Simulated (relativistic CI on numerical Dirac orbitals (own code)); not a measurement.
**Hyperfine structure of Ni I, mass number 61**

Calculated at this level of theory: Dirac-Coulomb-Breit CI, KLI orbitals optimised for each configuration, a model potential for QED, valence Slater integrals scaled by 0.85, P86 correlation energy added to each configuration (own radial code, finite nucleus).

Configuration list (outside the closed core [Ar]): 3d8 4s2, 3d9 4s, 3d10, 3d8 4s 4p, 3d9 4p, 3d8 4p2, 3d9 4d, 3d8 4s 4d, 3d9 5s, 3d9 5p, 3d8 4s 5s, 3d8 4s 6s, 3d8 4s 5p, 3d8 4s 6p, 3d8 4s 4f, 3d8 4s 5d. Levels of other configurations are missing.

Nuclear spin I = 3/2, μ = -0.74965 μN, Q = 0.162 b (tables of Stone and Pyykkö). The electronic factors are computed for point nuclear moments, without core polarisation; leaving it out makes A of s and p electrons in near-neutral atoms 20 to 40 % too small, and it can dominate for d and f shells.

| Level | E (cm⁻¹) | A (MHz) | B (MHz) |
| --- | --- | --- | --- |
| 3d8 4s2 3F_4 | 0.0 | -240.4 | -75.1 |
| 3d8 4s2 3F_3 | 1294.4 | -317.7 | -55.6 |
| 3d8 4s2 3F_2 | 2164.5 | -455.1 | -50.3 |
| 3d9 4s 3D_3 | 11497.2 | -488.5 | -137 |
| 3d9 4s 3D_2 | 12140.0 | -198.7 | -69.9 |
| 3d9 4s 3D_1 | 12934.2 | -136.6 | -49.1 |
| 3d8 4s2 1D_2 | 13384.8 | -459.4 | 10.2 |
| 3d9 4s 1D_2 | 15947.3 | -392.8 | -61.8 |

Levels with J = 0, under 50 % of one LS term, or S terms without an open s electron are left out. Small factors come from cancelling terms and can be off by tens of per cent or more.

For a near-neutral ion this model can misplace configurations by up to about 10,000 cm⁻¹ (more where the count of f electrons changes) and terms by 10 to 25 % of their spread. Rates follow the energies as ν³ (E1, M1) or ν⁵ (E2), so they and the lifetimes can be off by large factors. The fine structure of a lone outer electron comes out too small, for d and f at times inverted, and misplaced configurations move strength between like terms.

Give the hyperfine levels of 3d8 4s2 3F_4 relative to its centre of gravity.

With K = F(F + 1) − I(I + 1) − J(J + 1), E = AK/2 + B[¾K(K + 1) − I(I + 1)J(J + 1)]/[2I(2I − 1)J(2J − 1)]: F = 5/2: 1766, F = 7/2: 976.2, F = 9/2: -87.34, F = 11/2: -1461 MHz.

LS names give the leading component of a level, which can be under half, so a name can repeat, a term be missing and a line seem to break the LS rules.
